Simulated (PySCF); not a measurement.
# Two probes of the same atoms: core binding energy and nuclear shielding

Compound: C₃H₃NOSe.
Atom-mapped SMILES: `[OH:1][c:2]1[cH:3][n:4][se:5][cH:6]1`

Binding energies: delta-SCF UKS SCAN, pcX-2 on the ionised atom, pcseg-1 elsewhere, spin-free X2C (PySCF 2.14.0). Shieldings: GIAO PBE0/pcSseg-1, non-relativistic, same geometry.

| atom | C 1s (eV) |
| --- | --- |
| C2 | 292.42 |
| C3 | 291.36 |
| C6 | 290.80 |

Problem. What are the absolute isotropic shieldings of these atoms?

Solution. 
| atom | environment | C 1s (eV) | isotropic shielding (ppm) |
| --- | --- | --- | --- |
| C6 | aromatic CH carbon | 290.80 | 56.7 |
| C3 | aromatic CH next to a ring nitrogen | 291.36 | 25.9 |
| C2 | aromatic carbon bearing oxygen | 292.42 | 28.1 |

Problem. Among the listed atoms, is the one with the highest binding energy also the least shielded?

Solution. No. The highest binding energy is at C2 (292.42 eV, shielding 28.1 ppm), the lowest shielding at C3 (25.9 ppm, 291.36 eV).

By binding energy: C6 < C3 < C2. By shielding: C3 < C2 < C6.

Geometry: PBE0-D3(BJ)/def2-SVP, one conformer, isolated molecule.

The values belong to the conformer `[OH:1][c:2]1[cH:3][n:4][se:5][cH:6]1`: H–O1–C2–C3 180°.
